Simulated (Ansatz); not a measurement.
`[O]=[Ti]([F])[F]`, relaxed with RKS PBE0-D4/def2-TZVP in Ansatz 0.2.0 from a GFN2-xTB geometry. The force threshold is 0.005 eV/Å; the program also tests the step.

Total charge 0; spin multiplicity 1.

Start:

```xyz
4

O     0.556    0.297   -1.422
Ti   -0.041    0.349    0.058
F     1.078   -0.258    1.218
F    -1.594   -0.388    0.146
```

(1) By how much does the energy fall, and how many steps does the optimiser take? (An estimate is asked.)

(2) Which bonds change most? (An estimate is asked.)

(3) Give the relaxed structure. (Best estimate.)

## Answers

(1) The calculation gave: 4.15 kcal/mol, in 6 steps.

(2) The calculation gave: Ti2–F4 from 1.721 to 1.788 Å; Ti2–F3 from 1.722 to 1.788 Å; O1–Ti2 from 1.596 to 1.592 Å.

(3) Ansatz gave: 
```xyz
4

O     0.554    0.397   -1.430
Ti   -0.011    0.064    0.020
F     1.216   -0.158    1.302
F    -1.759   -0.303    0.109
```
